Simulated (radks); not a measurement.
The numbers below are computed, except where a source is named.
Task: These are the eigenvalues of the occupied orbitals of an atom or ion with whole-number occupations (eV). Level of theory: non-relativistic Kohn-Sham, LB94 model potential, spin-polarised, spherical densities, point nucleus (a radial shooting solver on a logarithmic mesh with Libxc functionals).

orbital  eigenvalue
1s down   -61051.36
1s up     -61051.12
2s up     -13200.71
2s down   -13199.90
2p up     -12847.28
2p down   -12840.56
3s up     -5403.681
3s down   -5381.099
3p up     -5269.212

Which element is it, and in what charge state? The configuration may be excited. Open shells, if any, are filled with parallel spins first.

Result: Z = 70, ytterbium, charge +55: Yb55+ in [Ne] 3s2 3p3. The list shows which subshells hold electrons but not how many an open one holds; the 1s level, -2243.6 hartree, gives Z - s = 67.0 by -(Z - s)^2/2, which with screening narrows Z to a few neighbours, and the depths of the outer levels then fix element, charge and occupations together.
